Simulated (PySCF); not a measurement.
Excitations are Tamm–Dancoff values on a coarser integration grid. The basis has no diffuse functions, so Rydberg states are missing or too high.

Cartesian coordinates (Å):
SMILES: B(O)(O)C
```xyz
9

C     -1.1056    -0.0004    -0.0929
B      0.4484    -0.1289     0.0982
O      1.3377     0.8343    -0.3077
O      0.9689    -1.2360     0.6964
H     -1.3653     0.1688    -1.1428
H     -1.6327    -0.8922     0.2467
H     -1.4975     0.8552     0.4670
H      0.9182     1.5898    -0.7220
H      1.9279    -1.1906     0.7570
```
Charge 0, multiplicity 1.

Q: What is the computed total energy, S1 excitation (TDA), HOMO–LUMO gap, T1 excitation (TDA), HOMO, S1 oscillator strength, brightest of the four lowest singlets (TDA) and LUMO (PySCF 2.14.0 with PBE0-D4/def2-TZVP)?

A: 
- total energy: -216.3830 Ha
- S1 excitation (TDA): 8.36 eV
- HOMO–LUMO gap: 9.83 eV
- T1 excitation (TDA): 8.06 eV
- HOMO: -9.18 eV
- S1 oscillator strength: 0.001
- brightest of the four lowest singlets (TDA): 8.56 eV
- LUMO: 0.65 eV
